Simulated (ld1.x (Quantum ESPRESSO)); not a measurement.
# Before and after: TM potential for Sn (Z = 50)

ld1.x (Quantum ESPRESSO) 7.5 input, shortened:

```
&input
   title='Sn', zed=50., rel=1, dft='PBE', iswitch=3,
   config='[Kr] 4d10 5s2 5p2'
 /
 &inputp
   pseudotype=2, tm=.true., lloc=0,
   nlcc=.true., rcore=1.05
 /
2
5P  2  1   2.00   0.00  2.55  2.55  0.0
5S  1  0   2.00   0.00  1.75  1.75  0.0
 &test
   configts(1)='5s2 5p2'
 /
```

Change: core correction none.

Cutoffs: the cutoffs (Ry, on a coarse ladder) from which the occupation-weighted sum of valence levels, in a spherical-Bessel basis at the reference potential, stays within 10 and 1 mRy of its value at 400 Ry; they do not see the model core or the augmentation charge, which bear on the density cutoff. Errors are all-electron minus pseudo energies relative to the spin-unpolarised reference configuration.

Task: What does the change do?

Result: The potential gets neither clearly harder nor softer (21 Ry and 50 Ry → 21 Ry and 50 Ry); of the 7 tests that both files solve, the error grows in 1 and shrinks in 6 by more than 15 % and 0.3 meV (median size 16.7 → 5.9 meV); neither file shows a bound ghost.

```tsv
quantity	base	changed
cutoff, loose	21 Ry	21 Ry
cutoff, tight	50 Ry	50 Ry
bound ghosts	none	none
error for 5s2 5p1, meV [ΔE 6.87 eV]	-8.4	+0.2
error for 5s2 5p0, meV [ΔE 20.83 eV]	-64	+22
error for 5s1 5p0, meV [ΔE 51.80 eV]	-338	+146
error for 5s1 5p2, meV [ΔE 14.52 eV]	-39	+5.9
error for 5s1 5p3, meV [ΔE 6.98 eV]	-17	+13
error for 5s2 5p2.3, meV [ΔE -0.85 eV]	+0.1	+0.4
error for 5s2 5p1.5, meV [ΔE 2.62 eV]	-1.6	-0.3
s: phases at 2.74 bohr within 0.05 rad from the reference energy up to (Ry; the scan ends near 5)	2.0	2.0
p: phases at 2.74 bohr within 0.05 rad from the reference energy up to (Ry; the scan ends near 5)	3.3	3.3
```
